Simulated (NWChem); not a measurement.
System: Si₂H₃ClF₂; SMILES F[SiH2][Si@H](F)Cl

```xyz
8

F      0.6908     2.0623     0.9272
Si     0.0092     1.6587    -0.4943
Si    -0.5795    -0.6104    -0.4109
F     -1.7117    -0.8351     0.7293
Cl     1.0866    -1.7043     0.1030
H      1.0038     1.8756    -1.5838
H     -1.1860     2.5223    -0.7140
H     -1.1185    -1.1464    -1.6898
```
Atoms are numbered in this order, from 1.

Computed with NWChem. All runs use the structure optimised with PBE0/def2-SVP. B3LYP is NWChem's, with the RPA form of VWN correlation.

Q: Predict the results for B3LYP/aug-pcseg-1. Quantities: highest occupied level (eV); orbital gap (eV); dipole (D).

A: 
| Property | Result |
|---|---|
| highest occupied level (eV) | -8.42 |
| orbital gap (eV) | 6.81 |
| dipole (D) | 2.55 |
